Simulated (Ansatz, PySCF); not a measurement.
Molecule: CH2O (charge 0, singlet). SMILES: [H]/[C-]=[O+]/[H]
Structure (B3LYP-D3(BJ)/def2-TZVP (Ansatz, an electronic-structure program) minimum search):
```xyz
4

C      0.0143    -0.0006    -0.7408
O      0.0072     0.0056     0.5677
H      0.8875     0.2601     0.8874
H     -1.0303    -0.3017    -0.9843
```
Charge 0, spin multiplicity 1.

Wanted: vertical triplet-singlet gap (E(triplet) - E(singlet); each state is the SCF solution reached for its spin; for the singlet the Hartree-Fock reference is unstable and T1 is 0.017), in eV. Valence correlation only, unless marked. Open shells are spin-unrestricted. Spin-orbit coupling is left out. Non-relativistic. CBS marks a two-point X^-3 extrapolation of the correlation energy; Hartree-Fock from the larger set.

```tsv
level	program	vertical triplet-singlet gap (eV)
HF/def2-TZVPPD	Ansatz	0.71
PBE/def2-TZVPD	Ansatz	1.36
r2SCAN/def2-TZVPD	Ansatz	1.11
M06-2X/def2-TZVPD	PySCF	1.46
wB97M-V/def2-TZVPD	Ansatz	1.64
MP2/aug-cc-pVDZ	Ansatz	1.43
MP2/aug-cc-pVTZ	Ansatz	1.48
```

**Question.** Predict the CCSD(T)/CBS(def2-TZVPPD,def2-QZVPPD) result (Ansatz).

**Answer.** 1.58 eV, so MP2/aug-cc-pVTZ differs from it by -0.10 eV.
